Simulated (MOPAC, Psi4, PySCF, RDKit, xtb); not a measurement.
Two geometries of SMILES O=CCC(=O)O, relaxed at B3LYP-D3(BJ)/def2-SVP with one dihedral held; other torsions can differ between them too.

Structure A

```
10

O     -1.9884     1.5889    -0.5702
C     -1.3634     0.8056     0.0917
C     -0.4323    -0.2471    -0.4993
C      0.8197    -0.3948     0.3358
O      0.8204    -0.7201     1.4967
O      1.9357    -0.1013    -0.3521
H     -1.4320     0.7797     1.2091
H     -0.2216    -0.0106    -1.5494
H     -0.9707    -1.2097    -0.4390
H      2.6836    -0.2132     0.2614
```

Structure B

```
10

O      1.9032     1.6333    -0.6281
C      1.4176     0.7833     0.0710
C      0.4246    -0.2476    -0.4354
C     -0.8452    -0.3871     0.3823
O     -1.9147    -0.7100    -0.0595
O     -0.6341    -0.1324     1.6909
H      1.6816     0.6905     1.1537
H      0.1610    -0.0439    -1.4813
H      0.9274    -1.2329    -0.3939
H     -1.4860    -0.2550     2.1455
```

Q: Which is lower in energy at the level DF-MP2 (frozen core)/cc-pVTZ // B3LYP-D3(BJ)/def2-SVP (Psi4), and by how much?

A: A is lower, by 2.25 kJ/mol (dihedral C2–C3–C4–O5: 60° in A, 150° in B).

E(B) − E(A) in kJ/mol at the other levels, on the same two geometries: MMFF94 // B3LYP-D3(BJ)/def2-SVP (RDKit) 2.25; B3LYP/def2-TZVP // B3LYP-D3(BJ)/def2-SVP (Psi4) 2.33; B3LYP-D3(BJ)/def2-TZVP // B3LYP-D3(BJ)/def2-SVP (Psi4) 2.26; PBE/def2-TZVP // B3LYP-D3(BJ)/def2-SVP (Psi4) 2.43; PBE-D3(BJ)/def2-TZVP // B3LYP-D3(BJ)/def2-SVP (Psi4) 2.38; HF/cc-pVTZ // B3LYP-D3(BJ)/def2-SVP (Psi4) 2.14; UFF // B3LYP-D3(BJ)/def2-SVP (RDKit) 6.88; PM7, restricted, heats of formation // B3LYP-D3(BJ)/def2-SVP (MOPAC) -0.85; PM3, restricted, heats of formation // B3LYP-D3(BJ)/def2-SVP (MOPAC) 2.63; GFN1-xTB // B3LYP-D3(BJ)/def2-SVP (xtb) 1.99; restricted B3LYP/6-31G*, spherical d, density fitting // B3LYP-D3(BJ)/def2-SVP (PySCF) 2.63; restricted BP86/6-31G*, spherical d, density fitting // B3LYP-D3(BJ)/def2-SVP (PySCF) 2.72.
